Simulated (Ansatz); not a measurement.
Species: sum formula SiN3H5Cl, net charge -1, singlet state. It need not be the lowest isomer of its formula. Whether it binds its extra electron was not tested at this geometry. 
Structure (B3LYP-D3(BJ)/def2-TZVP (Ansatz, a program for electronic structure) minimum search):
SMILES: [NH-][Si](N)(N)Cl
```xyz
10

Si     0.0386     0.1792    -0.4697
Cl     0.2783    -0.9323     1.4715
N      1.1835     0.0548    -1.6191
N     -0.0111     1.8377     0.1182
N     -1.5907    -0.4174    -0.7669
H      1.2166    -0.8203    -2.1291
H      0.8557     2.3056    -0.1182
H     -0.1576     1.9192     1.1157
H     -2.0764     0.1057    -1.4848
H     -2.1818    -0.4963     0.0502
```
Charge -1, spin multiplicity 1.

Parts of the frozen-core correlation energy in cc-pVTZ (Ansatz, hartree). Frozen orbitals: 13; correlated occupied orbitals by spin: 16 and 16; virtual: 199 and 199. Spin-orbit coupling is left out. No relativistic terms.

```csv
term,value
reference (HF),-914.92484
MP2 opposite-spin,___
MP2 same-spin,-0.24075
CCSD correlation,___
(T),___
T1 diagnostic,0.011
largest doubles amplitude,0.026
```

**Question.** Fill in the missing entries.

**Answer.** 
- MP2 opposite-spin, value: -0.72578
- CCSD correlation, value: -1.00051
- (T), value: -0.04205
